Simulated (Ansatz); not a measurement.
`CC[Te]B(O)O`, charge 0, multiplicity 1.

Give a relaxed structure at PBE0-D4/def2-TZVP (Ansatz). (An estimate is asked.)

Ansatz gave: 
```xyz
13

C    -1.053    1.505    0.390
C    -0.239    1.180   -0.846
Te   -0.521   -0.828   -1.588
B     0.672   -1.799   -0.047
O     1.351   -1.130    0.928
O     0.728   -3.152   -0.088
H    -0.810    0.848    1.228
H    -0.877    2.537    0.710
H    -2.121    1.389    0.196
H     0.833    1.322   -0.693
H    -0.518    1.819   -1.684
H     1.273   -0.175    0.883
H     1.281   -3.515    0.612
```
This is one stationary point; other conformers may exist.
